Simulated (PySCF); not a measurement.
Te(H)(F), SMILES F[TeH] (HFTe), singlet, PBE0/def2-SVP optimised geometry. Atoms within 1.6 Å of the plane z = 0.0 Å (x, y, z in Å): Te1 (-0.92, -0.83, 0.00), H2 (-1.03, 0.83, 0.00), F3 (1.03, -0.83, 0.00).

Level of theory: PBE0/def2-TZVP, def2 effective core potentials past Kr (PySCF 2.14.0). The core electrons that the potentials of Te replace are not part of the density. Cells within 0.4 Å of a nucleus heavier than hydrogen are left out (blank, or x).

Map of the deformation density (molecule minus spherical neutral atoms) (e/bohr³) on the plane z = 0.0 Å:

```
|33333333333333333333333333333|
|33333333333333333333333333333|
|33333333333333333333333333333|
|33333333333333333333333333333|
|33333333333333333333333333333|
|33333333333333333333333333333|
|33333333222223333333333333333|
|33333322222222333333333333333|
|33333322222222233333333333333|
|33333222221222223333333333333|
|33332222234332222333333333333|
|33322223469643222233333333333|
|33322223479743222233333333333|
|33222222467632222333333333333|
|33222211234321123333333333333|
|32222111122210124454333333333|
|3222211132xx301342x7223333333|
|322221124xxx21243xxx022333333|
|322222234xxx31243xxx122333333|
|32222223420031134486323333333|
|33222223444421123444333333333|
|33222222344321123333333333333|
|33322222333221222333333333333|
|33332222222222222333333333333|
|33333222222222222333333333333|
|33333322222222223333333333333|
|33333333222222233333333333333|
|33333333333333333333333333333|
|33333333333333333333333333333|
```
Scale: ten equal steps from -0.025 (start of '0') to 0.056 (end of '9'), in the order '0123456789'; x runs from -3.50 to 3.50, y from -3.50 (bottom) to 3.50 (top).
